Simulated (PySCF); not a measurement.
Compound: C3H11AlOSi.
SMILES with atom numbers: `[CH3:1][Si:2]([CH3:3])([CH3:4])[O:5][AlH2:6]` (hydrogens: H7, H8, H9 on C1; H10, H11, H12 on C3; H13, H14, H15 on C4; H16, H17 on Al6)

Structure used (PBE0-D3(BJ)/def2-SVP), in Å, numbered top down from 1:
```
atom  x, y, z in Å
C1     0.4317    1.4504   -1.4102
Si2   -0.2230    0.1196   -0.2626
C3    -1.3960    0.8618    0.9990
C4    -1.0878   -1.2218   -1.2471
O5     1.0596   -0.5591    0.5499
Al6    2.3559   -1.2489    1.3919
H7     1.1512    1.0294   -2.1302
H8    -0.3828    1.9215   -1.9834
H9     0.9466    2.2407   -0.8415
H10   -1.7744    0.0896    1.6873
H11   -2.2639    1.3303    0.5075
H12   -0.8907    1.6347    1.5994
H13   -1.4664   -2.0137   -0.5819
H14   -0.3977   -1.6878   -1.9683
H15   -1.9426   -0.8156   -1.8113
H16    3.5989   -0.3328    1.7519
H17    2.2749   -2.7829    1.7852
```

Computed, not measured: TDDFT wB97X-D/def2-SVPD, vertical, gas phase, core orbitals frozen in the response in PySCF 2.14.0, density-fitted response routines.

Ground-to-excited transition dipoles (e·a0, same axes as the geometry; the sign carries no meaning), for the states with f of 0.002 or more among the lowest 6:

```json
{"state": "S3", "E (hartree)": "0.2589", "μx": "0.571", "μy": "-0.303", "μz": "0.331"}
{"state": "S4", "E (hartree)": "0.2644", "μx": "0.126", "μy": "0.271", "μz": "-0.013"}
{"state": "S5", "E (hartree)": "0.2821", "μx": "-0.278", "μy": "0.156", "μz": "0.412"}
{"state": "S6", "E (hartree)": "0.2881", "μx": "-0.052", "μy": "-0.088", "μz": "-0.002"}
```

Task: What oscillator strength does each state have?

Result: f = (2/3) ΔE |μ|² with ΔE in hartree (27.2114 eV).

| state | \|μ\|² (au) | \|μ\| (D) | f |
| --- | --- | --- | --- |
| S3 | 0.527 | 1.84 | 0.091 |
| S4 | 0.089 | 0.76 | 0.016 |
| S5 | 0.271 | 1.32 | 0.051 |
| S6 | 0.011 | 0.26 | 0.002 |

Task: Which bond between heavy atoms lies closest to the direction of the S3 transition dipole?

Result: Si2–O5 and O5–Al6, at 2° from it; next Si2–C3 at 70°.

Task: What angle do the transition dipoles of S4 and S5 make?

Result: |cos θ| = |μa·μb| / (|μa| |μb|) = 0.01, so θ ≈ 89° (taken between 0 and 90°, since the signs are arbitrary).

Task: What peak molar absorption coefficient would the strongest computed level give as a lone Gaussian band 0.3 eV wide at half height?

Result: ε(max) = 2.175×10⁸ f / FWHM, with the width in cm⁻¹. S3: 2.175×10⁸ × 0.0909 / 2420 ≈ 8200 L mol⁻¹ cm⁻¹.

On one thread, AMD EPYC 7B13 (x86_64) (shared host), this took 32 s wall and 0.96 GiB of memory at its peak.
